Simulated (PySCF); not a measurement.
Level of theory: ωB97X-D3(BJ)/def2-TZVP // B3LYP-D3(BJ)/def2-TZVP (PySCF 2.14.0). Isolated molecules, 0 K electronic values unless said otherwise. 

Reference species (SMILES): `[BH2]` (neutral, multiplicity 2).

| Property | Value |
|---|---|
| highest occupied spin orbital | -8.50 eV |
| dipole moment | 0.54 D |

Changed species: `Cl[B]Cl` (radical fragment; the reference has radical fragment).

Task: Predict the effect on the highest occupied spin orbital and dipole moment.

Result: the highest occupied spin orbital falls by 0.26 eV, to -8.76 eV; the dipole moment falls by 0.26 D, to 0.28 D.
